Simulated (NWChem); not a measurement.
System: SiHOBr, singlet; SMILES O[Si]Br

Excerpt of the output:

```
             Northwest Computational Chemistry Package (NWChem) 7.3.0
             --------------------------------------------------------

                             Geometry "geometry" -> ""
                             -------------------------

 Output coordinates in angstroms (scale by  1.889725989 to convert to a.u.)

  No.       Tag          Charge          X              Y              Z
 ---- ---------------- ---------- -------------- -------------- --------------
    1 Si                  14.0000     0.60968400     1.16699700     0.00000000
    2 Br                  35.0000     0.02139700    -1.03565100     0.00000000
    3 O                    8.0000    -0.93188600     1.85229100     0.00000000
    4 H                    1.0000    -0.90345100     2.82964500     0.00000000

 Effective nuclear repulsion energy (a.u.)     209.8712695848

  pbe96 is a nonlocal functional; adding pw91lda local functional.

                                 NWChem DFT Module
                                 -----------------

 Summary of "ao basis" -> "ao basis" (spherical)
 ------------------------------------------------------------------------------
       Tag                 Description            Shells   Functions and Types
 ---------------- ------------------------------  ------  ---------------------
 Si                         def2-svp                 8       18   4s3p1d
 Br                         def2-svp                12       32   5s4p3d
 O                          def2-svp                 6       14   3s2p1d
 H                          def2-svp                 3        5   2s1p

 in cosmo_initialize ...
 calling solv_data for solv:dmf

 solvent parameters
 solvname_short: dmf
 solvname_long:  N,N-dimethylformamide
 dielec:       37.2190
 dielecinf:     2.0463
 nonaqueous SMD model solvent descriptors
 dielec:       37.2190
 sola:          0.0000
 solb:          0.7400
 solc:          0.0000
 solg:         49.5600
 solh:          0.0000
 soln:          1.4305

          ---------------
          -cosmo- solvent
          ---------------
 Cosmo: York-Karplus, doi: 10.1021/jp992097l
 dielectric constant -eps-     =  37.22
 screen = (eps-1)/(eps    )    =   0.97313
 surface charge correction     = lagrangian

   van der Waals surface
 --------------------------

 ---------- ATOMIC COORDINATES (A.U.) ------------ VDWR(ANG.) --
     1    1.15213570    2.20530456    0.00000000     2.470
     2    0.04043447   -1.95709661    0.00000000     3.060
     3   -1.76100919    3.50032244    0.00000000     2.294
     4   -1.70727483    5.34725369    0.00000000     1.200
 number of segments per atom =        128
 number of   points per atom =        128
 atom (   nspa,  nppa )
 ----------------------
    1 (     56,     0 )       0
    2 (    100,     0 )       0
    3 (     76,     0 )       0
    4 (      4,     0 )       0
 number of -cosmo- surface points =      236
 molecular surface =    154.855 angstrom**2
 molecular volume  =    169.592 angstrom**3
 -lineq- algorithm             =   0
 -bem- low  level              =   3
 -bem- from -octahedral-
 gaussian surface charge width =   4.50000
 degree of switching           =   1.00000
 switching function tolerance  =   0.00010
 atomic radii =
 --------------
    1 14.000  2.470
    2 35.000  3.060
    3  8.000  2.294
    4  1.000  1.200
 ...... end of -cosmo- initialization ......

 nat:                     4
 ixmem:                  1008
 calling mnsol_interface()
 G(SMD-CDS) energy (kcal/mol)  =    -2.530
 SMD-CDS SASA (angstrom**2)    =   119.282

            General Information
            -------------------
          SCF calculation type: DFT
          Wavefunction type:  closed shell.
          No. of atoms     :     4
          No. of electrons :    58
           Alpha electrons :    29
            Beta electrons :    29
          Charge           :     0
          Spin multiplicity:     1
          Use of symmetry is: off; symmetry adaption is: off
          Maximum number of iterations: 150
          AO basis - number of functions:    69
                     number of shells:    29
          Convergence on energy requested:  1.00D-06
          Convergence on density requested:  1.00D-05
          Convergence on gradient requested:  5.00D-04

              XC Information
              --------------
          PerdewBurkeErnzerhof Exchange Functional  1.000
            Perdew 1991 LDA Correlation Functional  1.000 local
           PerdewBurkeErnz. Correlation Functional  1.000 non-local

             Grid Information
             ----------------
          Grid used for XC integration:  medium
          Radial quadrature: Mura-Knowles
          Angular quadrature: Lebedev.
          Tag              B.-S. Rad. Rad. Pts. Rad. Cut. Ang. Pts.
          ---              ---------- --------- --------- ---------
          Si                  1.10       88           8.0       590
          Br                  1.15      112          11.0       590
          O                   0.60       49           9.0       434
          H                   0.35       45          11.0       434
          Grid pruning is: on
          Number of quadrature shells:   294
          Spatial weights used:  Erf1

      Superposition of Atomic Density Guess
      -------------------------------------

 Sum of atomic energies:       -2936.01478574

      Non-variational initial energy
      ------------------------------

 Total energy =   -2936.457875
 1-e energy   =   -4504.394301
 2-e energy   =    1358.065156
 HOMO         =      -0.265299
 LUMO         =      -0.028607

   convergence    iter        energy       DeltaE   RMS-Dens  Diis-err
 ---------------- ----- ----------------- --------- --------- ---------
     COSMO gas phase
 d= 0,ls=0.0,diis     1  -2938.3666851389 -3.15D+03  2.70D-02  7.73D-01
 d= 0,ls=0.0,diis     2  -2937.8112312033  5.55D-01  2.01D-02  5.50D+00
 d= 0,ls=0.0,diis     3  -2938.4364085226 -6.25D-01  7.77D-03  1.59D-01
 d= 0,ls=0.0,diis     4  -2938.4462093349 -9.80D-03  4.19D-03  6.62D-02
 d= 0,ls=0.0,diis     5  -2938.4561882857 -9.98D-03  5.88D-04  1.48D-03
  Resetting Diis
 d= 0,ls=0.0,diis     6  -2938.4564359586 -2.48D-04  5.44D-05  1.84D-05
 d= 0,ls=0.0,diis     7  -2938.4564379909 -2.03D-06  5.73D-05  1.11D-06
 d= 0,ls=0.0,diis     8  -2938.4564373709  6.20D-07  3.07D-05  5.58D-06
 d= 0,ls=0.0,diis     9  -2938.4564382195 -8.49D-07  7.23D-06  2.13D-07

   convergence    iter        energy       DeltaE   RMS-Dens  Diis-err
 ---------------- ----- ----------------- --------- --------- ---------
     COSMO solvation phase
 d= 0,ls=0.0,diis     1  -2938.4651252640 -8.69D-03  1.98D-03  1.60D-03
 d= 0,ls=0.0,diis     2  -2938.4654343640 -3.09D-04  9.02D-04  1.43D-03
 d= 0,ls=0.0,diis     3  -2938.4656996833 -2.65D-04  2.60D-04  3.37D-04
 d= 0,ls=0.0,diis     4  -2938.4657367120 -3.70D-05  6.89D-05  2.76D-05
 d= 0,ls=0.0,diis     5  -2938.4657370515 -3.40D-07  3.73D-05  2.19D-05
 d= 0,ls=0.0,diis     6  -2938.4657393268 -2.28D-06  6.95D-06  1.15D-07
 d= 0,ls=0.0,diis     7  -2938.4657393416 -1.48D-08  2.07D-06  2.48D-08

         Total DFT energy =    -2938.465739341616
      One electron energy =    -4506.117989061703
           Coulomb energy =     1478.290150167593
    Exchange-Corr. energy =     -120.559549734115
 Nuclear repulsion energy =      209.871269584759

             COSMO energy =        0.050379701852

 Numeric. integr. density =       58.000000568751

                                COSMO-SMD solvation results
                                ---------------------------

             internal energy in gas <Psi(g)|H|Psi(g)> =     -2938.456438219499
         internal energy in solvent <Psi(s)|H|Psi(s)> =     -2938.455710524558
                               delta internal energy  =         0.000727694941 (    0.46 kcal/mol)
   total free energy in solvent <Psi(s)|H+V/2|Psi(s)> =     -2938.461707659296
 polarization energy contribution <Psi(s)|V/2|Psi(s)> =        -0.005997134738 (   -3.76 kcal/mol)
    total free energy in solvent including G(SMD-CDS) =     -2938.465739341616
                       G(SMD-CDS) energy contribution =        -0.004031682320 (   -2.53 kcal/mol)
     1 M fixed-concentration free energy of solvation =        -0.009301122117 (   -5.84 kcal/mol)

                       DFT Final Molecular Orbital Analysis
                       ------------------------------------

 Vector   27  Occ=2.000000D+00  E=-2.641919D-01
              MO Center= -5.9D-02, -6.2D-01, -2.1D-08, r^2= 2.4D+00
   Bfn.  Coefficient  Atom+Function         Bfn.  Coefficient  Atom+Function
  ----- ------------  ---------------      ----- ------------  ---------------
    35      0.562730  2 Br pz                32      0.491388  2 Br pz
    29     -0.329062  2 Br pz                56     -0.228159  3 O  pz
    59     -0.176164  3 O  pz                26      0.107086  2 Br pz
    13      0.057998  1 Si pz                15     -0.055671  1 Si d -1
    10      0.049777  1 Si pz                 7     -0.026353  1 Si pz

 Vector   28  Occ=2.000000D+00  E=-2.603059D-01
              MO Center=  7.8D-02, -7.7D-01, -1.7D-09, r^2= 2.1D+00
   Bfn.  Coefficient  Atom+Function         Bfn.  Coefficient  Atom+Function
  ----- ------------  ---------------      ----- ------------  ---------------
    33      0.501996  2 Br px                30      0.448909  2 Br px
    27     -0.299812  2 Br px                34     -0.270270  2 Br py
    31     -0.237793  2 Br py                28      0.157535  2 Br py
    11      0.106561  1 Si px                53      0.105641  3 O  s
    24      0.097553  2 Br px                 8      0.091915  1 Si px

 Vector   29  Occ=2.000000D+00  E=-2.201881D-01
              MO Center=  5.1D-01,  8.1D-01,  6.1D-09, r^2= 3.5D+00
   Bfn.  Coefficient  Atom+Function         Bfn.  Coefficient  Atom+Function
  ----- ------------  ---------------      ----- ------------  ---------------
     4      0.432946  1 Si s                  3      0.398655  1 Si s
    33     -0.293206  2 Br px                54     -0.284197  3 O  px
    34     -0.254193  2 Br py                 2      0.245408  1 Si s
    30     -0.232509  2 Br px                 8      0.230920  1 Si px
    57     -0.217671  3 O  px                31     -0.208052  2 Br py

 Vector   30  Occ=0.000000D+00  E=-9.972442D-02
              MO Center=  5.0D-01,  1.0D+00, -3.1D-10, r^2= 2.9D+00
   Bfn.  Coefficient  Atom+Function         Bfn.  Coefficient  Atom+Function
  ----- ------------  ---------------      ----- ------------  ---------------
    13      0.676404  1 Si pz                10      0.435396  1 Si pz
    35     -0.257689  2 Br pz                56     -0.257597  3 O  pz
    59     -0.245720  3 O  pz                 7     -0.217799  1 Si pz
    32     -0.174274  2 Br pz                29      0.113607  2 Br pz
    47      0.050792  2 Br d -1              17     -0.037169  1 Si d  1

 Vector   31  Occ=0.000000D+00  E=-1.658633D-02
              MO Center=  5.9D-01,  1.1D+00,  8.2D-10, r^2= 3.8D+00
   Bfn.  Coefficient  Atom+Function         Bfn.  Coefficient  Atom+Function
  ----- ------------  ---------------      ----- ------------  ---------------
    12      0.960475  1 Si py                34      0.483055  2 Br py
     9      0.362190  1 Si py                23      0.354433  2 Br s
    53     -0.275417  3 O  s                  3     -0.265438  1 Si s
    33      0.246642  2 Br px                22      0.213821  2 Br s
     6     -0.183324  1 Si py                31      0.176453  2 Br py

 Vector   32  Occ=0.000000D+00  E= 1.111758D-02
              MO Center=  2.0D-02,  1.3D+00, -4.5D-09, r^2= 4.4D+00
   Bfn.  Coefficient  Atom+Function         Bfn.  Coefficient  Atom+Function
  ----- ------------  ---------------      ----- ------------  ---------------
    11      0.782285  1 Si px                53      0.754392  3 O  s
    66     -0.528821  4 H  s                 34      0.445865  2 Br py
     4     -0.383045  1 Si s                  3     -0.270174  1 Si s
     8      0.258841  1 Si px                12      0.230392  1 Si py
    23      0.228653  2 Br s                 22      0.205634  2 Br s

     Multipole analysis of the density
     ---------------------------------

     L   x y z        total         alpha         beta         nuclear
     -   - - -        -----         -----         ----         -------
     0   0 0 0     -0.000000    -29.000000    -29.000000     58.000000

     1   1 0 0      0.062155     -0.843801     -0.843801      1.749758
     1   0 1 0      1.295985      2.785134      2.785134     -4.274284
     1   0 0 1      0.000000      0.000000      0.000000      0.000000

     2   2 0 0    -29.230767    -37.797919    -37.797919     46.365071
     2   1 1 0     -0.971932     12.334227     12.334227    -25.640386
     2   1 0 1     -0.000000     -0.000000     -0.000000      0.000000
     2   0 2 0    -20.713157   -174.734721   -174.734721    328.756284
     2   0 1 1     -0.000000     -0.000000     -0.000000      0.000000
     2   0 0 2    -26.508056    -13.254028    -13.254028      0.000000
```

Level: PBE/def2-SVP, SMD on the gas-phase geometry. Low-valent species are run as closed-shell singlets; no triplet was tried in these runs. The geometry was optimised at PBE-D3(BJ)/def2-SVP. Solvent: N,N-dimethylformamide.

**Question.** Reconstruct the input file.

**Answer.** This is not unique; one that fits is the input that was run:
```
start job
memory heap 200 mb stack 900 mb global 1100 mb
geometry units angstroms noautosym nocenter noautoz
  Si     0.609684     1.166997     0.000000
  Br     0.021397    -1.035651     0.000000
  O     -0.931886     1.852291     0.000000
  H     -0.903451     2.829645     0.000000
end
basis spherical
  * library def2-svp
end
dft
  xc xpbe96 cpbe96
  iterations 150
end
cosmo
  do_cosmo_smd true
  solvent dmf
end
task dft energy
```
